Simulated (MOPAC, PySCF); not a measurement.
Constitutional and geometric isomers with formula CH4OSi. Isolated molecules, 0 K electronic values unless said otherwise. One relaxed conformer stands for each flexible species; it need not be the lowest. Strings in code marks are SMILES.

Quantity: vertical ionisation energy (energy after one electron is removed minus that of the parent at the parent's geometry), in eV.

Level 1: B3LYP-D3(BJ)/def2-TZVP (PySCF)
Level 2: PBE-D3(BJ)/def2-TZVP // B3LYP-D3(BJ)/def2-TZVP (PySCF)
Level 3: minus the HOMO energy of AM1 // B3LYP-D3(BJ)/def2-TZVP (MOPAC)
Level 4: minus the HOMO energy of PBE-D3(BJ)/def2-TZVP // B3LYP-D3(BJ)/def2-TZVP (PySCF)

| species | level 2 | level 3 | level 4 |
|---|---|---|---|
| `O=C[SiH3]` | 9.39 | 9.97 | 5.68 |
| `C1O[SiH2]1` | 10.02 | 10.58 | 6.46 |
| `C[SiH]=O` | 10.09 | 10.57 | 6.37 |
| `C=[SiH]O` (C–Si–O–H torsion 0°) | 8.40 | 8.57 | 5.16 |

**Question.** What does level 1 give for each, and how far do the other levels lie from it on average?

**Answer.** 
- `O=C[SiH3]`: 9.60
- `C1O[SiH2]1`: 10.12
- `C[SiH]=O`: 10.19
- `C=[SiH]O` (C–Si–O–H torsion 0°): 8.40
Mean absolute difference from level 1, which has limits of its own, over these rows (drawn at random from the members that have all these levels): level 2 0.102 eV, level 3 0.347 eV, level 4 3.66 eV.
